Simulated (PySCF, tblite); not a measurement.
C₂H₁₃NSi₃.
Cartesian coordinates in Å at the GFN2-xTB level; atoms count from 1:
```
atom  x, y, z in Å
C1    -3.4345    0.8055    0.5325
N2    -2.2511   -0.0175    0.5061
Si3   -0.9623    0.2346   -0.6057
Si4    0.6149   -1.3678   -0.1235
C5     2.3428   -0.7792   -0.6608
Si6    3.0856    0.6390    0.3548
H7    -3.8900    0.7843    1.5247
H8    -3.1504    1.8292    0.3004
H9    -4.1858    0.4867   -0.1992
H10   -2.4528   -0.9610    0.8001
H11   -1.3940    0.1952   -2.0240
H12   -0.5845    1.6403   -0.3899
H13    0.3588   -2.6353   -0.8398
H14    0.7083   -1.7706    1.2897
H15    2.2988   -0.4780   -1.7087
H16    3.0264   -1.6278   -0.6229
H17    3.2408    0.2189    1.7492
H18    2.2142    1.8144    0.2873
H19    4.4051    0.9985   -0.1777
```

Theory: wB97X-D/def2-SVPD in PySCF (dipole) on a GFN2-xTB geometry, gas phase.

Masses are those of the commonest isotopes; rigid-rotor values at the optimised geometry. The values belong to one conformer with, in the numbering `[CH3:1][NH:2][SiH2:3][SiH2:4][CH2:5][SiH3:6]`, C1–N2–Si3–Si4 179°, N2–Si3–Si4–C5 -154°, Si3–Si4–C5–Si6 70°.

Task: What are A, B and C (MHz)?

Result: Ia = 144.45, Ib = 714.02, Ic = 785.36 u·Å²; 505379 MHz·u·Å²/I gives A = 3499, B = 707.8, C = 643.5 MHz.

Task: What kind of rotor is it?

Result: A near-prolate asymmetric top. Ray's parameter κ = (2B − A − C)/(A − C) = -0.955; −1 is the prolate and +1 the oblate limit.

Task: What does the inertial defect say?

Result: Not planar: Δ = Ic − Ia − Ib = -73.11 u·Å². For a rigid frame Δ = −2 Σ m c², so Σ m c² = 36.56 u·Å² lies off the ab plane: 15.74 from hydrogen and 20.82 from heavier atoms. The atom farthest from that plane is 2.00 Å away.

Task: Give the other two planar moments, Paa and Pbb, and the rms extents of the mass along the axes.

Result: Paa = Σ m a² = (Ib + Ic − Ia)/2 = 677.46 and Pbb = Σ m b² = (Ia + Ic − Ib)/2 = 107.90 u·Å². With the mass M = 135.04 u, the rms extents √(P/M) along a, b and c are 2.24, 0.89, 0.52 Å.

Task: Which lines would a microwave search look for?

Result: The dipole components are |μa| = 0.71 D, |μb| = 0.69 D, |μc| = 0.06 D. The squared components, which scale the intensities, stand as 1.00 : 0.95 : 0.01 (a : b : c). Some lines, for components of 0.1 D or more:

```
type  branch         J(Ka,Kc)    MHz  lower level (cm⁻¹)
   a       R  2(1,2) ← 1(1,1)   2638               0.138
   a       R  2(0,2) ← 1(0,1)   2701               0.045
   b       R  4(0,4) ← 3(1,3)   2759               0.358
   a       R  3(1,3) ← 2(1,2)   3957               0.226
   a       R  3(1,2) ← 2(1,1)   4150               0.233
   a       R  4(3,1) ← 3(3,0)   5407               1.118
   a       R  5(4,2) ← 4(4,1)   6759               1.957
   a       R  5(3,2) ← 4(3,1)   6760               1.298
   a       R  5(1,4) ← 4(1,3)   6912               0.556
   b       Q  4(2,2) ← 4(1,3)   8166               0.556
   b       Q  3(2,1) ← 3(1,2)   8282               0.371
   b       R  4(2,3) ← 3(1,2)  13681               0.371
   b       R  3(3,1) ← 2(2,0)  18168               0.512
   b       Q  5(4,1) ← 5(3,2)  19757               1.524
   b       Q  5(4,2) ← 5(3,3)  19757               1.524
   b       Q  4(4,0) ← 4(3,1)  19758               1.298
   b       R  5(3,2) ← 4(2,3)  20879               0.827
   b       R  5(4,1) ← 4(3,2)  26517               1.298
   b       R  5(5,0) ← 4(4,1)  32163               1.957
```

Its lowest GFN2-xTB frequency is 11i cm⁻¹, too small to tell a flat minimum from a shallow saddle. Zero-point vibration and centrifugal distortion are left out. A rigid rotor knows nothing of inversion at nitrogen or internal rotation, which can split or shift real lines. Quadrupole hyperfine structure (14N) is left out.
